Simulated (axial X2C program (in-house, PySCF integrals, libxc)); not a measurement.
Which molecule has these constants?

Computed with an axial X2C code built on PySCF integrals, spin-free (one-electron X2C) or two-component (2c: spin–orbit coupling with atomic mean-field Coulomb and Gaunt terms, which also bring small scalar terms), in Dyall basis sets with cores contracted in-house; open shells are unrestricted.

A two-component PBE0 calculation in a Dyall 3-zeta basis gave Re = 4.448 Å, ωe = 60.1 cm⁻¹, De = 0.21 eV, dipole magnitude 1.74 D, Ω = 1/2.

Problem. Which molecule is it?
A. KSb
B. KSn
C. KSr
D. KTe
E. KIn

Solution. C. The others have KTe 3.160 Å and 167.8 cm⁻¹ (Ω = 3/2); KSb 3.308 Å and 146.3 cm⁻¹ (Ω = 1); KIn 3.705 Å and 97.4 cm⁻¹ (Ω = 0); KSn 3.255 Å and 137.0 cm⁻¹ (Ω = 3/2).

Each entry is the lowest single determinant of a limited PBE0 search at one distance. De goes to single-determinant-based atoms at the same level (for ions the charge split of lowest energy) and is withheld (n/a) where an atom does not fit its ground term or J level. Main or longest-lived isotopes. One determinant is a doubtful description, or other states lie close, for KTe, KSb, KIn, KSn; these need not be ground states, and all values refer to the states named. Some open-shell Ω = 0 determinants are out of reach, so the Ω given for KSb need not be the lowest component. With several unpaired electrons the Ω given is that of one determinant, not necessarily of the lowest component. The functionals have no current term, which raises determinants with orbital currents.
